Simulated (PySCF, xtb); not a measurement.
AlClBr2, SMILES [Cl][Al]([Br])[Br].

GFN2-xTB (xtb 6.7.1) at its own geometry gives an orbital gap of 4.29 eV and a dipole moment of 3.78 D.

Geometry optimised at r2SCAN-D4/def2-SVP. The structure was generated by enumeration; whether it is a known compound was not checked.

Problem. What does PySCF with M06-2X/def2-TZVP give? (The exact figures need the calculation; the answer reports its results.)

Solution. gap 9.13 eV (levels -10.01 and -0.88 eV), dipole 0.24 D.
